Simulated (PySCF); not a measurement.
H7FGeO2Si2, SMILES [O]([GeH3])[SiH2]O[SiH2]F, B3LYP/def2-SVP optimised geometry.

```
13

Si     0.35     2.18    -0.34
F      1.63     2.77     0.47
O      0.18     0.59     0.00
Si     0.73    -0.98     0.00
O      0.23    -1.77    -1.36
Ge    -1.29    -2.31    -2.13
H      0.62     2.39    -1.79
H     -0.86     2.91     0.12
H      0.18    -1.63     1.22
H      2.21    -0.98     0.00
H     -1.95    -1.10    -2.81
H     -0.87    -3.38    -3.17
H     -2.21    -2.91    -1.05
```

Density from B3LYP/def2-TZVP (PySCF) at that geometry.

Minimum of the electron density along straight lines between bonded atoms, close to the bond critical point (lines longer than 1.1 times the sum of covalent radii, or with two minima, are not listed):

```csv
bond,length / Å,ρ at the minimum / e bohr⁻³,∇²ρ there / e bohr⁻⁵,position (fraction from the first atom)
Si1–F2,1.624,0.131,0.88,0.42
Si1–O3,1.642,0.135,0.83,0.41
O3–Si4,1.666,0.126,0.75,0.59
Si4–O5,1.647,0.135,0.81,0.41
O5–Ge6,1.791,0.134,0.62,0.53
Si1–H7,1.484,0.127,0.12,0.49
Si1–H8,1.481,0.128,0.12,0.49
Si4–H9,1.487,0.125,0.13,0.49
Si4–H10,1.484,0.126,0.12,0.49
Ge6–H11,1.542,0.134,0.05,0.59
Ge6–H12,1.537,0.135,0.05,0.59
Ge6–H13,1.543,0.134,0.05,0.59
```
